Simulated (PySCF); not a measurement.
B(Cl)(Me)(NCO) (C2H3BClNO), SMILES CB(Cl)N=C=O. Heavy atoms are numbered as in [B:1]([Cl:2])([CH3:3])[N:7]=[C:8]=[O:9]. Hydrogens are named by the atom that carries them.

Geometry optimised at PBE0-D3(BJ)/def2-SVP. This is a generated structure with no PubChem entry under its InChIKey; it may be hypothetical. One conformer was computed; it need not be the lowest.

Method: PBE/def2-TZVP (PySCF).

ESP charges are fitted to the potential on shells at 1.4 to 2.0 van der Waals radii. Atomic charges (e), one atom of each kind:

| atom | Mulliken | Löwdin | ESP fit |
|---|---|---|---|
| B1 | 0.08 | -1.01 | 0.43 |
| Cl2 | -0.13 | 0.58 | -0.17 |
| C3 (CH3) | -0.40 | -0.27 | -0.58 |
| H on C3 | 0.15 | 0.17 | 0.16 |
| N7 | 0.01 | 0.31 | -0.34 |
| C8 | 0.16 | -0.31 | 0.49 |
| O9 | -0.15 | 0.23 | -0.30 |

Give the Mayer and Wiberg (Löwdin basis) orders of the bonds. (Estimate from the structure and the level; the computed values follow.)


```
bond    Mayer  Wiberg
------  -----  ------
B1–Cl2   1.37    2.10
B1–C3    1.08    1.37
B1–N7    1.21    1.52
N7–C8    2.08    2.31
C8–O9    2.14    2.84
```
